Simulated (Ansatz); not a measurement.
GeH7NSi (`[SiH3][NH][GeH3]`), relaxed with RKS PBE0-D4/def2-TZVP in Ansatz 0.2.0 from a PBE-D4/def2-SVP geometry. The force threshold is 0.005 eV/Å; the program also tests the step.

The species carries charge 0 and has multiplicity 1.

Start:

```xyz
10

Si    0.877    0.753    1.109
N     0.536    0.009   -0.436
Ge   -1.080   -0.725   -0.986
H    -0.392    1.411    1.577
H     1.967    1.784    0.947
H     1.328   -0.200    2.197
H     1.342   -0.303   -0.985
H    -2.195    0.160   -0.377
H    -1.273   -2.197   -0.507
H    -1.111   -0.693   -2.539
```

```
step  energy (eV)  largest force (eV/Å)  largest move (Å)
   1  -65989.0616                 0.473             0.000
   2  -65989.0967                 0.316             0.037
   3  -65989.1009                 0.056             0.009
   4  -65989.1011                 0.013             0.005
   5  -65989.1013                 0.025             0.018
   6  -65989.1014                 0.018             0.018
   7  -65989.1015                 0.015             0.018
   8  -65989.1016                 0.022             0.026
   9  -65989.1017                 0.022             0.028
  10  -65989.1017                 0.011             0.010
  11  -65989.1017                 0.004             0.002
```

End:

```xyz
10

Si    0.867    0.756    1.088
N     0.545   -0.062   -0.388
Ge   -1.070   -0.713   -0.977
H    -0.401    1.396    1.525
H     1.917    1.792    0.887
H     1.336   -0.132    2.191
H     1.342   -0.398   -0.909
H    -2.158    0.138   -0.309
H    -1.259   -2.197   -0.598
H    -1.118   -0.580   -2.509
```

Hardware: 2 threads of a server CPU on a shared host. Wall time 37 s, peak host memory 0.41 GiB.
